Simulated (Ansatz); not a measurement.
Start from `OCS[SiH3]` and change one atom or group to get `OCS[SiH2]S`.

Ansatz, PBE0-D4/def2-TZVP geometries, multiplicity 1. Each molecule was computed in one conformer, which needn't be the lowest.

```json
{"property": "size of the dipole moment (ωB97M-V/def2-TZVPP) / D", "`OCS[SiH3]`": "1.65"}
{"property": "HOMO energy (PBE/def2-TZVPP) / eV", "`OCS[SiH3]`": "-6.06"}
{"property": "HOMO–LUMO gap (PBE/def2-TZVPP) / eV", "`OCS[SiH3]`": "5.09"}
{"property": "LUMO energy (PBE/def2-TZVPP) / eV", "`OCS[SiH3]`": "-0.97"}
{"property": "LUMO energy (B3LYP/def2-TZVPP) / eV", "`OCS[SiH3]`": "-0.32"}
{"property": "LUMO energy (PBE0/def2-TZVPP) / eV", "`OCS[SiH3]`": "-0.10"}
```

Problem. What does the change do to each property? (Estimate.)

Solution. Computed: 
| property | `OCS[SiH2]S` | shift |
| --- | --- | --- |
| size of the dipole moment (ωB97M-V/def2-TZVPP) / D | 2.41 | 0.76 |
| HOMO energy (PBE/def2-TZVPP) / eV | -6.15 | -0.09 |
| HOMO–LUMO gap (PBE/def2-TZVPP) / eV | 5.04 | -0.05 |
| LUMO energy (PBE/def2-TZVPP) / eV | -1.11 | -0.14 |
| LUMO energy (B3LYP/def2-TZVPP) / eV | -0.44 | -0.12 |
| LUMO energy (PBE0/def2-TZVPP) / eV | -0.20 | -0.10 |

Dipoles are sizes alone; their direction can turn.

B3LYP here is the variant with VWN-RPA as its local correlation; programs differ in this.
